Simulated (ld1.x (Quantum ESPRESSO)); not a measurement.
Reading a pseudo-wave (Si)

Columns: radius, all-electron u(r) and pseudo u(r) of the 3p shell (level -4.21 eV) of silicon in the configuration [Ne] 3s1.75 3p2.25; PBEsol, scalar-relativistic, RRKJ scheme, ld1.x (Quantum ESPRESSO) 7.5.

| r (bohr) | all-electron | pseudo |
| --- | --- | --- |
| 0.113 | 0.1201 | -0.0037 |
| 0.225 | 0.2344 | -0.0147 |
| 0.338 | 0.2604 | -0.0335 |
| 0.450 | 0.2181 | -0.0603 |
| 0.563 | 0.1365 | -0.0956 |
| 0.675 | 0.0384 | -0.1385 |
| 0.788 | -0.0645 | -0.1890 |
| 0.900 | -0.1624 | -0.2445 |
| 1.013 | -0.2530 | -0.3037 |
| 1.125 | -0.3326 | -0.3630 |
| 1.238 | -0.4023 | -0.4205 |
| 1.350 | -0.4610 | -0.4728 |
| 1.463 | -0.5099 | -0.5184 |
| 1.575 | -0.5487 | -0.5555 |
| 1.688 | -0.5788 | -0.5842 |
| 1.800 | -0.6006 | -0.6044 |
| 1.913 | -0.6153 | -0.6175 |
| 2.025 | -0.6236 | -0.6244 |
| 2.138 | -0.6265 | -0.6266 |
| 2.250 | -0.6248 | -0.6248 |
| 2.363 | -0.6191 | -0.6191 |
| 2.475 | -0.6102 | -0.6102 |
| 2.588 | -0.5985 | -0.5985 |
| 2.700 | -0.5848 | -0.5848 |
| 2.813 | -0.5692 | -0.5692 |
| 2.925 | -0.5524 | -0.5524 |

Task: How many radial nodes do the two functions have?

Result: The all-electron 3p function has n − l − 1 = 1; the pseudo-wave has 0, since the states of the same l below it are removed with the core.

Task: At about which radius was the pseudo-wave matched?

Result: 2.25 bohr, where the columns begin to agree (steps of 0.11 bohr).

Task: Is the pseudo-wave norm-conserving?

Result: Yes: the RRKJ scheme keeps the norm inside the radius equal to the all-electron one, which fixes the energy derivative of the logarithmic derivative at the level.
